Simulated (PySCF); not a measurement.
## Working out the ionisation energy of Nb⁺

Nb⁺ [Kr] 4d4 (5D) → Nb²⁺ [Kr] 4d3 (4F). Calculation: PySCF 2.14, in cc-pVDZ-PP with ECP28MDF; a scalar-relativistic core potential. Frozen: 4s2 4p6. Energies in hartree (1 hartree = 27.21139 eV):

| part | Nb⁺ (lower) | Nb²⁺ (upper) |
| --- | --- | --- |
| UHF | -55.926941 | -55.445736 |
| MP2 opposite-spin | 0.000000 | 0.000000 |
| MP2 same-spin | -0.025488 | -0.009915 |

Task: What does Hartree-Fock give?

Result: (-55.445736) − (-55.926941) = 0.481205 hartree = 13.094 eV.

Task: What do MP2 and SCS-MP2 (6/5 opposite-spin, 1/3 same-spin) give?

Result: The opposite-spin parts differ by 0.000 eV and the same-spin parts by 0.424 eV. MP2: 13.094 + (0.000) + (0.424) = 13.518 eV. SCS-MP2: 13.094 + 1.2 × (0.000) + (0.424)/3 = 13.235 eV.

Reference: 14.32 eV (semi-empirical (NIST evaluation); NIST Atomic Spectra Database, ionization energies), between the lowest levels; spin-orbit coupling is absent from the calculation.

A double-zeta basis recovers only part of the correlation energy.

What remains against the reference includes basis incompleteness, the frozen core and correlation beyond second order.
